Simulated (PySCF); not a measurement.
**Mass spectrum arithmetic for [C8H15O]+**

Species: [C8H15O]+.

Calculated from isotope tables alone.

(1) What are the average molar mass and the monoisotopic mass?

(2) Work out the cluster of the ion itself, one line a nominal mass.

(3) Resolve the fine structure: one atom at a time replaced by a minor isotope.

(4) Protons, neutrons, electrons, and exact less nominal mass of the monoisotopic species?

(5) Elemental analysis, calculated?

(6) What resolving power m/Δm just matches the spacing of the species with one 13C and with one 2H?

(7) What share of all these ions is the monoisotopic species?

Answers

(1) For [C8H15O]+, with standard atomic weights, 8 × 12.011 + 1 × 15.999 + 15 × 1.008 = 127.207 g/mol. From the most abundant isotopes (12C, 16O, 1H), 8 × 12.000000 + 1 × 15.994915 + 15 × 1.007825 = 127.1123 u for neutral atoms; the ion's mass is 127.1117 u once 1 electron mass (0.000549 u) is taken off.

(2) 
| nominal mass | m/z (centroid) | relative intensity |
| --- | --- | --- |
| 127 | 127.1117 | 100.0 |
| 128 | 128.1152 | 8.9 |
| 129 | 129.1176 | 0.6 |

Cut off at 0.1 %.

(3) Intensity in % of the monoisotopic species:

```tsv
isotope	mass shift (u)	m/z	intensity (%)
13C	+1.00335	128.1151	8.65
17O	+1.00422	128.1160	0.04
2H	+1.00628	128.1180	0.17
18O	+2.00425	129.1160	0.21
```

Species under 0.02 % are left out.

(4) 71 protons, 56 neutrons and 70 electrons; 127.1123 − 127 = +0.1123 u, electron masses as for neutral atoms.

(5) C 75.54 %, O 12.58 %, H 11.89 %.

(6) They lie 0.00292 u apart at mass 128.12, so m/Δm is about 44000.

(7) 0.9893^8 × 0.99757 × 0.999885^15 = 91.37 %.
